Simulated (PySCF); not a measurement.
H4BO2P, singlet, at a GFN2-xTB geometry. Base run: DF-R2SCAN/def2-SVPD (PySCF).

Input for PySCF:
```python
from pyscf import gto, scf, dft

mol = gto.M(
    atom='''
B    -0.37572431    0.05195044   -0.32115447
O    -1.02593490   -1.06706638   -0.69714595
H    -1.76833739   -0.99388756   -1.30062050
O    -0.66613303    1.30125093   -0.73498187
H    -1.39963745    1.43299932   -1.33939212
P     1.00654214   -0.13707633    0.99153107
H     1.89406499    0.73952063    0.39898294
H     1.59094265   -1.25571601    0.43085858
''',
    basis='def2-svpd',
    verbose=4,
    max_memory=1800,
)

mf = dft.RKS(mol)
mf.xc = 'r2scan'
mf = mf.density_fit(auxbasis='def2-universal-jkfit')
mf.kernel()
```

All variants below ran on the same shared machine, one core each. Differences are taken from the largest basis of the diffuse def2 family in the series, which isn't the basis-set limit (def2-TZVPPD: -6.300 eV). The cheapest run took about 16 core-seconds (a rough figure).

```
setting      basis functions  cost, times the cheapest (rough)  difference in HOMO energy (eV)
-----------  ---------------  --------------------------------  ------------------------------
def2-SVPD                122                                 1                           0.036
def2-TZVPD               196                                 2                           0.002
def2-TZVPPD              233                                 3                       reference
```

Times come from a shared machine, hold the start-up and are rough.
